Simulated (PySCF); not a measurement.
C2H3N, SMILES CC#N.

Geometry optimised at B3LYP-D3(BJ)/def2-TZVP.

Level of theory: CAM-B3LYP/def2-TZVPD in PySCF.

Symmetry labels are those of the subgroup Cs that the program uses (full group C3v).

Computed valence orbital energies around the gap with their symmetry:
```json
[
 {"orbital": "HOMO−7", "symmetry": "A'", "energy (eV)": "-27.07"},
 {"orbital": "HOMO−6", "symmetry": "A'", "energy (eV)": "-23.52"},
 {"orbital": "HOMO−5", "symmetry": "A'", "energy (eV)": "-16.11"},
 {"orbital": "HOMO−4", "symmetry": "A\"", "energy (eV)": "-14.70"},
 {"orbital": "HOMO−3", "symmetry": "A'", "energy (eV)": "-14.70"},
 {"orbital": "HOMO−2", "symmetry": "A'", "energy (eV)": "-11.93"},
 {"orbital": "HOMO−1", "symmetry": "A\"", "energy (eV)": "-10.94"},
 {"orbital": "HOMO", "symmetry": "A'", "energy (eV)": "-10.94"},
 {"orbital": "LUMO", "symmetry": "A'", "energy (eV)": "0.52"},
 {"orbital": "LUMO+1", "symmetry": "A'", "energy (eV)": "1.85"},
 {"orbital": "LUMO+2", "symmetry": "A\"", "energy (eV)": "1.91"},
 {"orbital": "LUMO+3", "symmetry": "A'", "energy (eV)": "1.91"}
]
```
